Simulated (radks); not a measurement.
Excited configurations of Cl: one electron is placed in a higher orbital outside [Ne] 3s2 3p4. The ground configuration is [Ne] 3s2 3p5. All-electron calculation, non-relativistic Kohn-Sham, PBEsol, spin-polarised, spherical densities, point nucleus; open shells are filled with parallel spins first. Program: a radial shooting solver on a logarithmic mesh with Libxc functionals. Excitation = E - E(ground); binding = E(ion) - E, where the ion is the core of charge +1; n* = 1/sqrt(2 binding) in atomic units, and the quantum defect is n - n*.

outer orbital  excitation (eV)  binding (eV)     n*  quantum defect  eigenvalue (eV)  <r> (bohr)
3d                      10.938         2.100  2.545           0.455           -0.627       7.015
5p                      11.606         1.432  3.082           1.918           -0.856       14.66
5d                      12.158         0.880  3.931           1.069           -0.535       22.72
5f                      12.387         0.652  4.568           0.432           -0.390       28.88
6d                      12.434         0.605  4.743           1.257           -0.392       35.25
6f                      12.565         0.474  5.359           0.641           -0.305       43.27
7p                      12.432         0.607  4.735           2.265           -0.406       37.15

Estimate the row for 5s.

Answer. excitation (eV) 11.157; binding (eV) 1.882; n* 2.689; quantum defect 2.311; eigenvalue (eV) -1.159; <r> (bohr) 11.71. The Delta-SCF ionisation energy is 13.039 eV (NIST Atomic Spectra Database: 12.968 eV, measured). Self-interaction in the functional shifts the binding energies and quantum defects, so they are the method's values and not measured ones. Open shells are spherical and high-spin; term and fine-structure splittings are not resolved.
